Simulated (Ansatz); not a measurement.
This geometry of AsBH3O (6 atoms, charge 0, multiplicity 2) is a first-order saddle point.

Theory: UHF/def2-SVP (Ansatz 0.2.0).

```xyz
6
Properties=species:S:1:pos:R:3
O -0.648 -1.609 -0.925
B -0.941 -0.555 -0.167
As 0.165 0.872 0.541
H 0.251 -1.729 -1.195
H 1.621 1.097 0.380
H -0.447 1.923 1.365
```

(1) Which two structures does it join? (They come from a converged band through this point; their orientation in space is the band's.)

(2) How far does it lie above each of them?

Answers

(1) No bond is made or broken. The height of As3 over the plane of its neighbours goes from 0.83 to -0.83 Å. The two ends are copies of one structure, up to a mirror image or an exchange of like atoms.

Initial state:

```xyz
6
Properties=species:S:1:pos:R:3
O -0.614 -1.008 -1.385
B -0.971 -0.366 -0.282
As 0.223 0.238 1.286
H 0.311 -1.159 -1.525
H 1.430 0.684 0.485
H -0.379 1.610 1.421
```

Final state:

```xyz
6
Properties=species:S:1:pos:R:3
O -0.515 -1.636 -0.610
B -0.953 -0.473 -0.150
As 0.050 1.326 -0.055
H 0.394 -1.692 -0.872
H 1.414 0.800 0.346
H -0.390 1.675 1.341
```

(2) 21.1 kcal/mol above the first and 21.1 kcal/mol above the second. This is the barrier of this one path; another mechanism may lie lower.

Run time: 83 s on 1 thread of Arm Neoverse V1, with other jobs on the host, peak memory 0.16 GiB.
